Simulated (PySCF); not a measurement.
A spin–spin coupling run with PySCF 2.14 (density fitting, non-relativistic, gas phase) on SMILES B1CCCCC1, C5H11B:

```
$ OMP_NUM_THREADS=1 python probes_run.py task.json out

{"job": {"kind": "j", "xc": "B3LYP", "basis": "6-31G*"}, "charge": 0, "multiplicity": 1}
B     -0.029641    -1.503686     0.497772
C     -1.365936    -0.706139     0.338679
C     -1.263626     0.595342    -0.458377
C      0.026449     1.356258    -0.164962
C      1.268380     0.535065    -0.502629
C      1.337227    -0.769690     0.292460
H     -0.048905    -2.647105     0.907171
H     -1.608881    -0.479458     1.402585
H     -2.207026    -1.339438     0.011201
H     -2.137159     1.242512    -0.272447
H     -1.292665     0.360858    -1.537849
H      0.039019     2.303931    -0.727451
H      0.051437     1.635390     0.905488
H      2.176707     1.141159    -0.346967
H      1.248080     0.299957    -1.582009
H      2.131465    -1.444747    -0.067760
H      1.632545    -0.556758     1.345515
```

Hardware: 1 thread of an Arm Neoverse V1, shared host. The job also computes field gradients.

Q: How large is the calculation?

A: 46 electrons, 106 basis functions and 674 auxiliary functions.

Q: How long does it take, and how much memory does it need?

A: 13 s of wall time, with 12 SCF cycles; peak memory 0.53 GiB. Times on a shared host scatter by some tens of per cent.

Q: And these other runs on the same molecule and hardware: spin–spin coupling at B3LYP/def2-TZVP; spin–spin coupling at B3LYP/pcJ-0?

A: B3LYP/def2-TZVP: 252 functions, 46 s; B3LYP/pcJ-0: 111 functions, 12 s.
